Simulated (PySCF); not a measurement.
# Broadened absorption spectrum of C3H4BrF3Si

Species: C3H4BrF3Si.
InChI=1S/C3H4BrF3Si/c4-8-1-2(8)3(5,6)7/h2,8H,1H2/t2-,8+/m0/s1

Method: PySCF 2.14.0, density-fitted response routines, TDDFT wB97X-D/def2-SVPD, vertical, gas phase, core orbitals frozen in the response. Isolated species at its PBE0-D3(BJ)/def2-SVP geometry, gas phase. Relativistic effects, spin–orbit coupling among them, are left out although an element past zinc is present. Torsions of this conformer, `[F:1][C:2]([F:3])([F:4])[C@@H:5]1[CH2:6][Si@H:7]1[Br:8]`: F1–C2–C5–C6 49°.

Computed states:

```json
{"state": "S1", "E (eV)": "5.96", "f": "0.0026"}
{"state": "S2", "E (eV)": "6.80", "f": "0.084"}
{"state": "S3", "E (eV)": "7.07", "f": "0.148"}
{"state": "S4", "E (eV)": "7.20", "f": "0.0025"}
{"state": "S5", "E (eV)": "7.58", "f": "0.010"}
{"state": "S6", "E (eV)": "7.60", "f": "0.0017"}
{"state": "S7", "E (eV)": "7.77", "f": "0.0072"}
{"state": "S8", "E (eV)": "7.95", "f": "0.0059"}
{"state": "S9", "E (eV)": "8.17", "f": "0.066"}
{"state": "S10", "E (eV)": "8.40", "f": "0.021"}
```

Each state is given a Gaussian of 0.3 eV full width at half maximum, with ε(max) = 2.175×10⁸ f / Δν̃ (Δν̃ the width in cm⁻¹). The width is an assumption, not a result. The curve ends short of the highest state used, and states not computed would add to its high-energy end.

**Question.** What does the envelope look like, and where are its maxima?

**Answer.** 
```tsv
λ (nm)	ε (L mol⁻¹ cm⁻¹)
159.0	1256
161.9	1413
164.7	1125
167.6	946
170.5	4091
173.4	11356
176.2	14345
179.1	11642
182.0	9193
184.9	5800
187.8	2160
190.6	482
193.5	60
196.4	9
199.3	27
202.1	88
205.0	182
207.9	235
210.8	198
213.7	113
216.5	47
219.4	13
222.3	3
225.2	0
```

Maxima: 208 nm (5.96 eV), ε about 240, made up of S1 (100%); 176 nm (7.05 eV), ε about 14000, made up of S3 (91%); 162 nm (7.65 eV), ε about 1400, made up of S5 (58%) and S7 (29%) (ε in L mol⁻¹ cm⁻¹; maxima over ε = 5, shares over 10%).

**Question.** Coming from long wavelengths, where does ε first pass 100 L mol⁻¹ cm⁻¹?

**Answer.** At about 214 nm (5.79 eV), 0.17 eV below S1.

**Question.** On this curve, what absorbance would a 10⁻³ mol/L sample give at 193 nm over a 1 cm path?

**Answer.** 193 nm is 6.424 eV, where ε is about 89 L mol⁻¹ cm⁻¹, so A = ε c l ≈ 0.089 (Beer–Lambert, with the gas-phase spectrum and the assumed width).

**Question.** What would ε be at 7.05 eV, the highest of these maxima, with half the width (0.15 eV)?

**Answer.** About 25300 L mol⁻¹ cm⁻¹ against 14400, a factor of about 1.8; a lone state at its own centre would give exactly 2.

All these states lie below the vertical ionisation energy of 9.75 eV (ΔSCF).

Hardware: one thread of an x86-64 server, on a shared host. Cost: 82 s wall.
